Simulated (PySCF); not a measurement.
Cartesian coordinates (Å):
```xyz
6

N      0.6802    -0.0462     0.1176
C     -0.6482     0.0479    -0.1088
O     -1.3815     0.8553     0.4058
H      1.1166     0.5938     0.7597
H      1.2391    -0.7411    -0.3419
H     -1.0063    -0.7096    -0.8324
```
Charge 0, multiplicity 1.

Q: Estimate the dipole moment, HOMO–LUMO gap, total energy, LUMO and HOMO that PBE0-D3(BJ)/def2-TZVP run with PySCF returns for this input.

A: 
The dipole moment is 3.97 D. The HOMO–LUMO gap comes out as 8.21 eV and the total energy is -4619.93 eV. The LUMO is 0.62 eV and the HOMO comes out as -7.59 eV.
